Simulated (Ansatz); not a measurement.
Two members of one family (Series InCl2X), computed with Ansatz in the gas phase; def2 core potentials for In, no spin–orbit coupling. The two geometries come from different levels. Binding counts from free atoms in the multiplicity of their measured ground term, without zero-point energy. A dash marks a value that wasn't run or was left out as unsound. The structures are stationary points that may keep the symmetry of their start. Remarks come from the PBE and PBE0 runs and from stability tests at other levels; not every state was tested. HOMO above LUMO (over both spins in singlets and doublets, within one spin in higher multiplets; at PBE or PBE0), or a gap under 0.15 eV within one spin, warns that the state may not be the lowest or that an electron is smeared out.

First: InCl2F (singlet, charge 0, r2SCAN-D4/def2-SVP geometry).

```xyz
4

In    0.0185    0.0595   -0.0224
Cl   -2.1037   -0.7081   -0.5554
Cl    1.5222   -1.1572    1.2562
F     0.5629    1.8059   -0.6783
```

```
            level  HOMO (eV)  LUMO (eV)  gap (eV)  vertical IE (eV)  vertical triplet (eV)  binding per atom (eV)
  PBE-D4/def2-SVP      -7.92      -3.94      3.98                 –                      –                   2.80
 PBE-D4/def2-TZVP      -8.16      -4.13      4.03             11.23                   4.20                   2.83
PBE-D4/def2-TZVPD      -8.22      -4.21      4.01                 –                      –                   2.83
BLYP-D4/def2-TZVP      -8.00      -4.10      3.90                 –                      –                   2.69
PBE0-D4/def2-TZVP      -9.61      -3.26      6.35             11.74                   4.73                   2.74
```

Remarks: gap within one spin near zero at PBE or PBE0 (+1 doublet), gap within one spin near zero at PBE or PBE0 (triplet).

Second: InCl2H (singlet, charge 0, r2SCAN-D4/def2-TZVP geometry).

```xyz
4

In   -0.198   -0.099   -0.065
Cl    1.908   -0.952   -0.523
Cl   -0.063    1.878    1.135
H    -1.648   -0.828   -0.546
```

Q: What does the change do? Estimate second minus first.

A: 
```tsv
level	Δ HOMO (eV)	Δ LUMO (eV)	Δ gap (eV)	Δ vertical IE (eV)	Δ vertical triplet (eV)	Δ binding per atom (eV)
PBE-D4/def2-SVP	0.61	1.44	0.82	–	–	-0.44
PBE-D4/def2-TZVP	0.64	1.44	0.80	-0.71	0.53	-0.45
PBE-D4/def2-TZVPD	0.64	1.43	0.80	–	–	-0.44
BLYP-D4/def2-TZVP	0.64	1.43	0.79	–	–	-0.42
PBE0-D4/def2-TZVP	0.68	1.30	0.61	-0.75	0.49	-0.36
```

Remarks: gap within one spin near zero at PBE or PBE0 (+1 doublet).
